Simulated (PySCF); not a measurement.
## Distorted geometries of [Bi(NH3)]3+

[Bi(NH3)]3+ (singlet). PySCF 2.14.0, RKS PBE0, Bi def2-SVP with ECP60, N def2-SVP, H def2-SVP; non-relativistic Hamiltonian with scalar-relativistic core potentials where named; density fitting; no spin-orbit coupling. Relaxed geometry:

```xyz
5

Bi    0.0000    0.0000   -0.1626
N     0.0000    0.0000    2.1554
H     0.9661    0.0000    2.5752
H    -0.4831    0.8367    2.5752
H    -0.4830   -0.8367    2.5752
```

Question: Order these distorted geometries by energy above the relaxed one, lowest first.
A.
```xyz
5

Bi    0.0368   -0.0647   -0.2351
N    -0.0297   -0.0278    2.3054
H     0.9164    0.0881    2.4528
H    -0.4801    0.8019    2.5611
H    -0.4434   -0.7975    2.6342
```
B.
```xyz
5

Bi   -0.0292    0.0498   -0.3049
N    -0.0254    0.1054    2.2291
H     0.8441    0.0990    2.4970
H    -0.5118    0.8630    2.5449
H    -0.2776   -1.1172    2.7523
```
C.
```xyz
5

Bi    0.0139   -0.0031   -0.1775
N    -0.0097   -0.0187    2.1624
H     0.9316    0.0145    2.5731
H    -0.4919    0.8248    2.5919
H    -0.4440   -0.8174    2.5685
```

Answer: C (0.09 eV), A (0.87 eV), B (1.96 eV).

Question: Which forces (eV/Å) act in the one that lies 0.09 eV up?

Answer: 
```
Bi  -0.03 -0.03  0.17
N    0.22  2.35 -1.15
H    0.96 -0.04  0.30
H    0.01 -0.28 -0.20
H   -1.16 -1.99  0.89
```
Forces carry noise of the integration grid, about 0.01 to 0.03 eV/Å.
